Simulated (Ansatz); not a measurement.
Relaxation of H4SbSi (6 atoms, charge 0, multiplicity 2), to a largest force component of 0.015 eV/Å in at most 40 steps.

Level of theory: UKS B3LYP-D4/def2-SVP in Ansatz.

```xyz
6
Properties=species:S:1:pos:R:3:forces:R:3
Si -0.490 -1.024 -0.041 -0.19 -0.26 -0.02
Sb 0.860 1.114 0.065 0.40 0.32 0.04
H -0.141 -1.848 1.133 -0.06 -0.18 0.54
H 0.044 -1.852 -1.139 0.03 -0.18 -0.55
H -0.047 1.807 -1.192 -0.06 0.15 -0.36
H -0.228 1.803 1.173 -0.12 0.15 0.34
```

Task: Where does it end, and by what steps?

Result: The run converged. After 5 steps the energy has fallen by 0.076 eV; H4 moved furthest, 0.08 Å.

```json
{"step": "0", "energy less start (eV)": "0.0000", "largest force component (eV/Å)": "0.546", "accepted": "yes"}
{"step": "1", "energy less start (eV)": "0.0157", "largest force component (eV/Å)": "0.465", "accepted": "no"}
{"step": "2", "energy less start (eV)": "-0.0749", "largest force component (eV/Å)": "0.083", "accepted": "yes"}
{"step": "3", "energy less start (eV)": "-0.0758", "largest force component (eV/Å)": "0.031", "accepted": "yes"}
{"step": "4", "energy less start (eV)": "-0.0754", "largest force component (eV/Å)": "0.081", "accepted": "no"}
{"step": "5", "energy less start (eV)": "-0.0763", "largest force component (eV/Å)": "0.002", "accepted": "yes"}
```

```xyz
6
Properties=species:S:1:pos:R:3
Si -0.452 -1.075 -0.037
Sb 0.858 1.166 0.066
H -0.169 -1.880 1.198
H 0.025 -1.883 -1.209
H -0.035 1.838 -1.245
H -0.227 1.835 1.226
```

Whether the end is a true minimum wasn't checked by a vibrational analysis.

The run took 19 s on 1 CPU thread of a shared host.
